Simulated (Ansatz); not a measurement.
Frontier orbitals of `C/C(F)=[CH]/[GeH3]`.

The species carries charge 0 and has multiplicity 1. Correlated methods include outer-core shells of Ge, which these sets cover unevenly. Scalar relativity is left out up to krypton. The geometry is a stationary point of PBE0-D4/def2-TZVP. Basis def2-TZVPP, Ansatz 0.2.0.

```
functional  HOMO (eV)  LUMO (eV)  gap (eV)
       PBE      -6.19      -1.03      5.16
      PBE0      -7.38      -0.08      7.30
     B3LYP      -7.17      -0.32      6.85
     BHLYP      -8.44       0.96      9.40
   ωB97X-V      -9.70       2.10     11.80
   ωB97M-V      -9.60       1.97     11.57
        HF     -10.01       3.54     13.55
```

Against PBE, PBE0 changes HOMO and LUMO by −1.19 and +0.95 eV, ωB97M-V by −3.41 and +3.00 eV. A gap of 5.16 eV thus becomes 11.57 eV for the same molecule, so an orbital gap means little without its functional. A positive LUMO is unbound and depends on the basis.

B3LYP here is the variant with VWN-RPA as its local correlation; programs differ in this.
